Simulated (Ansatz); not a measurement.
A run for Ansatz (an electronic-structure program): R-RI-MP2/cc-pV(T+d)Z on H2O (SMILES O). The basis file is the Basis Set Exchange's JSON of that set.

Ansatz 0.2 input:
```yaml
crystal:
  periodic: [false, false, false]
  atoms:
    - {symbol: O, position_ang: [0.00000000, -0.00000000, 0.40073248]}
    - {symbol: H, position_ang: [-0.00000000, 0.75701187, -0.20041624]}
    - {symbol: H, position_ang: [-0.00000000, -0.75701187, -0.20041624]}
basis:
  gaussian:
    orbitals: cc-pV_T+d_Z.json
    fitting: {mean_field: def2-universal-JKFIT, correlation: cc-pVTZ-RIFIT.json}
magnetization: {spin_polarized: false}
correlation: {method: mp2, electrons: outside_noble_gas}
scf: {lower_state_search: off}
```

Task: What total energy does the run end on?

Result: -76.3185 hartree.
